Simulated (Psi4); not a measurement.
CH₅O, charge +1, singlet, geometry from GFN2-xTB; CCSD(T)/def2-SVP run with Psi4.

Input for Psi4:
```
memory 2 GB

molecule mol {
1 1
  C    -0.019277    0.751129    0.000910
  O    -0.019451   -0.710029    0.073094
  H    -1.053935    1.084796    0.062118
  H     0.899563   -1.056043    0.066199
  H     0.525466    1.124354    0.866679
  H     0.439888    1.112447   -0.918223
  H    -0.539715   -1.092092   -0.666982
}

set basis def2-svp
set reference rhf
set puream false

energy('ccsd(t)')
print_variables()
```

It wrote (shortened):

```
   => Loading Basis Set <=

    Name: DEF2-SVP
    Role: ORBITAL
    Keyword: BASIS

         ---------------------------------------------------------
                                   SCF
               by Justin Turney, Rob Parrish, Andy Simmonett
                          and Daniel G. A. Smith
                              RHF Reference
         ---------------------------------------------------------

  ==> Geometry <==

    Molecular point group: c1
    Full point group: C1

    Geometry (in Angstrom), charge = 1, multiplicity = 1:

       Center              X                  Y                   Z               Mass
    ------------   -----------------  -----------------  -----------------  -----------------
         C           -0.011132328230     0.786264298684    -0.016805813405    12.000000000000
         O           -0.011306328230    -0.674893701316     0.055378186595    15.994914619570
         H           -1.045790328230     1.119931298684     0.044402186595     1.007825032230
         H            0.907707671770    -1.020907701316     0.048483186595     1.007825032230
         H            0.533610671770     1.159489298684     0.848963186595     1.007825032230
         H            0.448032671770     1.147582298684    -0.935938813405     1.007825032230
         H           -0.531570328230    -1.056956701316    -0.684697813405     1.007825032230

  Running in c1 symmetry.

  Rotational constants: A =      3.48335  B =      0.74016  C =      0.71024 [cm^-1]
  Rotational constants: A = 104428.28854  B =  22189.32168  C =  21292.49149 [MHz]
  Nuclear repulsion =   46.411315875769567

  Charge       = 1
  Multiplicity = 1
  Electrons    = 18
  Nalpha       = 9
  Nbeta        = 9

  ==> Algorithm <==

  SCF Algorithm Type is PK.
  DIIS enabled.
  MOM disabled.
  Fractional occupation disabled.
  Guess Type is SAD.
  Energy threshold   = 1.00e-08
  Density threshold  = 1.00e-08
  Integral threshold = 1.00e-12

  ==> Primary Basis <==

  Basis Set: DEF2-SVP
    Blend: DEF2-SVP
    Number of shells: 27
    Number of basis functions: 55
    Number of Cartesian functions: 55
    Spherical Harmonics?: false
    Max angular momentum: 2

  ==> Integral Setup <==

  Using in-core PK algorithm.
   Calculation information:
      Number of atoms:                   7
      Number of AO shells:              27
      Number of primitives:             49
      Number of atomic orbitals:        55
      Number of basis functions:        55

      Integral cutoff                 1.00e-12
      Number of threads:                 1

  Performing in-core PK
  Using 2373140 doubles for integral storage.
  We computed 71618 shell quartets total.
  Whereas there are 71631 unique shell quartets.

  ==> DiskJK: Disk-Based J/K Matrices <==

    J tasked:                  Yes
    K tasked:                  Yes
    wK tasked:                  No
    Schwarz Cutoff:          1E-12

  Minimum eigenvalue in the overlap matrix is 1.0770030482E-02.
  Reciprocal condition number of the overlap matrix is 1.5987776198E-03.
    Using symmetric orthogonalization.

  ==> Pre-Iterations <==

  SCF Guess: Superposition of Atomic Densities via on-the-fly atomic UHF (no occupation information).

   -------------------------
    Irrep   Nso     Nmo
   -------------------------
     A         55      55
   -------------------------
    Total      55      55
   -------------------------

  ==> Iterations <==

                        Total Energy        Delta E     RMS |[F,P]|

   @RHF iter SAD:  -115.13379682976351   -1.15134e+02   0.00000e+00
   @RHF iter   1:  -115.21168958949924   -7.78928e-02   5.03201e-03 DIIS/ADIIS
   @RHF iter   2:  -115.26073543999640   -4.90459e-02   1.16271e-03 DIIS/ADIIS
   @RHF iter   3:  -115.26388397874456   -3.14854e-03   3.08960e-04 DIIS/ADIIS
   @RHF iter   4:  -115.26412790444056   -2.43926e-04   1.03518e-04 DIIS/ADIIS
   @RHF iter   5:  -115.26414677476299   -1.88703e-05   3.22466e-05 DIIS
   @RHF iter   6:  -115.26414917649063   -2.40173e-06   7.72600e-06 DIIS
   @RHF iter   7:  -115.26414933395938   -1.57469e-07   2.42386e-06 DIIS
   @RHF iter   8:  -115.26414934893515   -1.49758e-08   3.62445e-07 DIIS
   @RHF iter   9:  -115.26414934939743   -4.62279e-10   6.80443e-08 DIIS
   @RHF iter  10:  -115.26414934941484   -1.74083e-11   1.49677e-08 DIIS
   @RHF iter  11:  -115.26414934941572   -8.81073e-13   2.28584e-09 DIIS
  Energy and wave function converged.

  ==> Post-Iterations <==

    Orbital Energies [Eh]
    ---------------------

    Doubly Occupied:

[...]
    Virtual:

[...]
      55A      6.490076

    Final Occupation by Irrep:
              A
    DOCC [     9 ]
    NA   [     9 ]
    NB   [     9 ]

  @RHF Final Energy:  -115.26414934941572

   => Energetics <=

    Nuclear Repulsion Energy =             46.4113158757695672
    One-Electron Energy =                -243.1514627751239459
    Two-Electron Energy =                  81.4759975499386684
    Total Energy =                       -115.2641493494157174

Computation Completed

Properties will be evaluated at   0.000000,   0.000000,   0.000000 [a0]

Properties computed using the SCF density matrix

 Multipole Moments:

 ------------------------------------------------------------------------------------
     Multipole            Electronic (a.u.)      Nuclear  (a.u.)        Total (a.u.)
 ------------------------------------------------------------------------------------

 L = 1.  Multiply by 2.5417464519 to convert [e a0] to [Debye]
 Dipole X            :          0.0195962            0.2924271            0.3120233
 Dipole Y            :         -1.7194679            1.2615333           -0.4579346
 Dipole Z            :          0.0460733           -0.6360770           -0.5900037
 Magnitude           :                                                    0.8094239

 ------------------------------------------------------------------------------------

 MINTS: Wrapper to libmints.
   by Justin Turney

[...]

	Size of irrep 0 of tijab amplitudes:       0.171 (MW) /      1.371 (MB)
	Total:                                     0.171 (MW) /      1.371 (MB)

	Nuclear Rep. energy          =     46.41131587576957
	SCF energy                   =   -115.26414934941572
	One-electron energy          =   -243.15146291594652
	Two-electron energy          =     81.47599769076129
	Reference energy             =   -115.26414934941567

            **************************
            *                        *
            *        CCENERGY        *
            *                        *
            **************************

    Nuclear Rep. energy (wfn)     =   46.411315875769567
    SCF energy          (wfn)     = -115.264149349415717
    Reference energy    (file100) = -115.264149349415675

    Input parameters:
    -----------------
    Wave function   =     CCSD_T
    Reference wfn   =     RHF
    Brueckner       =     No
    Maxiter         =     50
    R_Convergence   =     1.0e-07
    E_Convergence   =     1.0e-06
    Restart         =     Yes
    DIIS            =     Yes
    AO Basis        =     NONE
    ABCD            =     NEW
    Cache Level     =     2
    Cache Type      =     LOW
    Print Level     =     1
    Num. of threads =     1
    # Amps to Print =     10
    Print MP2 Amps? =     No
    Analyze T2 Amps =     No
    Print Pair Ener =     No
    Local CC        =     No
    SCS-MP2         =     False
    SCSN-MP2        =     False
    SCS-CCSD        =     False

MP2 correlation energy -0.3517108504496941
                Solving CC Amplitude Equations
                ------------------------------
  Iter             Energy              RMS        T1Diag      D1Diag    New D1Diag    D2Diag
  ----     ---------------------    ---------   ----------  ----------  ----------   --------
     0        -0.351710850449694    0.000e+00    0.000000    0.000000    0.000000    0.116777
     1        -0.368003133224339    4.514e-02    0.005265    0.015098    0.015098    0.122718
     2        -0.377100293343569    1.477e-02    0.005942    0.016958    0.016958    0.128693
     3        -0.378034165783480    4.171e-03    0.006536    0.019049    0.019049    0.130041
     4        -0.378050925254882    1.070e-03    0.006592    0.019297    0.019297    0.130203
     5        -0.378083402431061    3.047e-04    0.006620    0.019426    0.019426    0.130227
     6        -0.378081986564694    1.010e-04    0.006628    0.019461    0.019461    0.130221
     7        -0.378080610536819    3.306e-05    0.006631    0.019469    0.019469    0.130220
     8        -0.378080806253788    1.151e-05    0.006632    0.019473    0.019473    0.130220
     9        -0.378080588286400    2.837e-06    0.006632    0.019472    0.019472    0.130220
    10        -0.378080614698030    8.317e-07    0.006632    0.019472    0.019472    0.130220
    11        -0.378080639266670    2.240e-07    0.006632    0.019472    0.019472    0.130220
    12        -0.378080647699059    8.087e-08    0.006632    0.019472    0.019472    0.130220

    Iterations converged.

    Largest TIA Amplitudes:
              6   5        -0.0087978182
              5   5        -0.0081313547
              4   1        -0.0065116271
              4  31        -0.0056253572
              2   0        -0.0053474693
              6   3        -0.0053102823
              6   0         0.0052366755
              3   5         0.0049964070
              6  28        -0.0049303892
              6   7        -0.0048786629

    Largest TIjAb Amplitudes:
      7   7  13  13        -0.0295343945
      8   8  12  12        -0.0286317403
      7   7   4   4        -0.0285660173
      4   4   1   1        -0.0251355767
      7   7   4  13        -0.0250769938
      7   7  13   4        -0.0250769938
      7   7   6   6        -0.0234398148
      5   5   5   5        -0.0233006481
      8   8   3   3        -0.0224301313
      8   8   8   8        -0.0218237561

    SCF energy       (wfn)                    = -115.264149349415717
    Reference energy (file100)                = -115.264149349415675

    Opposite-spin MP2 correlation energy      =   -0.272254518061891
    Same-spin MP2 correlation energy          =   -0.079456332387803
    Singles MP2 correlation energy            =   -0.000000000000000
    MP2 correlation energy                    =   -0.351710850449694
      * MP2 total energy                      = -115.615860199865367

    Opposite-spin CCSD correlation energy     =   -0.305521337258056
    Same-spin CCSD correlation energy         =   -0.072559310441003
    Singles CCSD correlation energy           =    0.000000000000000
    CCSD correlation energy                   =   -0.378080647699059
      * CCSD total energy                     = -115.642229997114740

            **************************
            *                        *
            *        CCTRIPLES       *
            *                        *
            **************************

    Wave function   =    CCSD_T
    Reference wfn   =      RHF

    Nuclear Rep. energy (wfn)                =   46.411315875769567
    SCF energy          (wfn)                = -115.264149349415717
    Reference energy    (file100)            = -115.264149349415675
    CCSD energy         (file100)            =   -0.378080647699059
    Total CCSD energy   (file100)            = -115.642229997114740

    Number of ijk index combinations:              165
    Approx. words needed per explicit thread:          389344
    Number of threads for explicit ijk threading:    1

    MKL num_threads set to 1 for explicit threading.

    (T) energy                                =   -0.007770577827060
      * CCSD(T) total energy                  = -115.650000574941799

  Variable Map:
  ----------------------------------------------------------------------------
[...]
  Array Variable Map:
  ----------------------------------------------------------------------------
[...]
[...]
```
